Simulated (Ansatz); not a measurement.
The same path of C$_{2}$H$_{9}$FSi$_{2}$ (14 atoms, charge 0, multiplicity 1) was run twice with different band settings. The coordinate that changes most is the dihedral C2–Si4–Si5–H14.

Method: Ansatz, RKS PBE/6-31G*.

Relaxed end points:

```xyz
14
Properties=species:S:1:pos:R:3
C -1.957 0.838 0.916
C -0.598 0.829 0.232
F 0.384 1.266 1.163
Si -0.005 -0.898 -0.390
Si 2.299 -0.766 -0.825
H -2.750 0.552 0.203
H -1.982 0.131 1.761
H -2.189 1.847 1.301
H -0.592 1.553 -0.607
H -0.778 -1.287 -1.623
H -0.295 -1.917 0.676
H 2.587 0.454 -1.653
H 3.078 -0.662 0.452
H 2.785 -1.971 -1.580
```

```xyz
14
Properties=species:S:1:pos:R:3
C -1.949 0.761 0.998
C -0.548 0.800 0.404
F 0.394 0.898 1.464
Si -0.045 -0.764 -0.607
Si 2.289 -0.748 -0.870
H -2.708 0.739 0.197
H -2.089 -0.130 1.631
H -2.128 1.658 1.617
H -0.428 1.707 -0.221
H -0.751 -0.760 -1.938
H -0.492 -1.986 0.147
H 2.734 -1.778 -1.869
H 2.734 0.601 -1.358
H 2.974 -1.027 0.434
```

Common settings: movable images 5; spring 5.0 eV/Å²; start path through a guess of the saddle point; force threshold 0.05 eV/Å; iteration limit 60; end points relaxed.

| run | climbing image | optimiser |
| --- | --- | --- |
| 1 | yes | quadratic models (default) |
| 2 | from the first iteration | fire |

(1) What does each run give, and how far can it be trusted?

Results:

(1) Run 1: converged after 5 iterations, highest image 0.052 eV above the first end. A vibrational analysis at the climbing image gives one clearly imaginary mode, 91i cm⁻¹: a first-order saddle point.
Run 2: converged after 34 iterations, highest image 0.059 eV above the first end. The order of the stationary point at the top wasn't checked.
